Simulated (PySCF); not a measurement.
NbSFCl₂, SMILES [F][Nb](=[S])([Cl])[Cl], multiplicity 1. Geometry: PBE-D3(BJ)/def2-SVP. The multiplicity is an assumed one; no other spin state was optimised. The structure was generated by enumeration; whether it is a known compound was not checked. The def2 effective core potentials stand for the cores of Nb; spin–orbit coupling is left out.

Calculation: PBE-D3(BJ)/def2-SVP (PySCF).

Harmonic wavenumbers (cm⁻¹): 104, 136, 136, 150, 190, 398, 434, 564, 703. Rotational constants (GHz): 1.561, 1.373, 1.102; symmetry number 1.

Work out the zero-point energy and the ideal-gas rigid-rotor harmonic-oscillator thermochemistry at 298.15 K and 1 atm.

ZPE = ½ Σ hcν = ½ × 2814 cm⁻¹ = 4.02 kcal/mol. H − E(el) = 9.01 kcal/mol. Entropy in cal/(mol K): translation 42.00, rotation 29.30, vibration 16.63, total 87.93. G − E(el) = -17.21 kcal/mol. Cp = 22.29 cal/(mol K). Modes under 150 cm⁻¹ make the vibrational entropy uncertain.
